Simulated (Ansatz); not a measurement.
Compare A (`[F][AlH][CH](F)[SiH3]`) with its isomer B (`[CH3][Al]([F])[SiH2]F`).

Computed with Ansatz on PBE0-D4/def2-TZVP structures; ΔE is electronic, products minus reactants. CCSD(T)/CBS is the MP2 limit (def2-TZVPP, def2-QZVPP) plus CCSD(T) − MP2 in def2-TZVPP, frozen cores. DFT in def2-TZVPP. B3LYP here is the variant with VWN-RPA as its local correlation; programs differ in this. One conformer a species, not always the lowest.

A:

```xyz
10

F     2.518    1.066    0.156
Al    1.336    0.468    1.141
C    -0.485    0.443    0.393
F    -1.365    0.002    1.409
Si   -0.707   -0.637   -1.142
H     1.725   -0.052    2.573
H    -0.785    1.464    0.116
H     0.130   -0.048   -2.220
H    -0.237   -2.021   -0.862
H    -2.131   -0.686   -1.564
```

B:

Z-matrix (Å, degrees):
```
C
Al 1 1.939
H 1 1.093 2 112.2
H 1 1.095 2 110.8 3 121.0
H 1 1.095 2 110.7 3 -120.8
F 2 1.657 1 118.6 3 -178.9
Si 2 2.466 1 127.8 3 1.2
F 7 1.615 2 109.2 1 -0.2
H 7 1.490 2 113.1 1 -119.3
H 7 1.490 2 113.1 1 118.9
```

(1) Which is lower in electronic energy at CCSD(T)/CBS, and by how much? (Estimate.)

(2) Give E(B) − E(A) in kJ/mol with r2SCAN-D4, PBE0-D4, B3LYP-D4, ωB97M-V, B2PLYP, PBE-D4, CCSD/def2-TZVPP. (An estimate is asked.)

Largest T1 diagnostic: 0.013.

Answers

(1) Computed: B, by 254.2 kJ/mol.

(2) Computed: r2SCAN-D4 -250.0, PBE0-D4 -250.0, B3LYP-D4 -244.2, ωB97M-V -240.4, B2PLYP -251.2, PBE-D4 -243.6, CCSD/def2-TZVPP -252.6. None reverses the order clearly.

The D4 term adds +4.0 kJ/mol with B3LYP and +1.9 kJ/mol with PBE0; it sums over pairs of atoms, weighted by their polarisabilities, and B3LYP, whose exchange is more repulsive, gets the larger term. From PBE to PBE0 (25 % exact exchange), in def2-TZVPP and without D4, E(B) − E(A) moves by −5.9 kJ/mol.
